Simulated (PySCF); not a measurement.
A structure optimised at PBE-D3(BJ)/def2-SVP, used in a PySCF frequency run:

```
C
H 1 1.1160
O 1 1.4452 2 106.18
H 3 0.9767 1 107.10 2 180.00
Si 1 1.8980 2 105.51 3 -117.99
F 5 1.6399 1 109.94 2 49.96
H 5 1.5023 6 107.97 1 122.13
H 5 1.5033 7 111.36 6 -117.94
Si 1 1.8980 2 105.51 3 117.99
F 9 1.6399 1 109.94 2 -49.96
H 9 1.5023 10 107.97 1 -122.13
H 9 1.5033 11 111.36 10 117.94
```

**Question.** Write its SMILES, formula and point group.

**Answer.** OC([SiH2]F)[SiH2]F, CH6F2OSi2, Cs

**Question.** What are its rotational constants (standard atomic weights)?

**Answer.** 4.9814, 1.0152, 0.91862 GHz
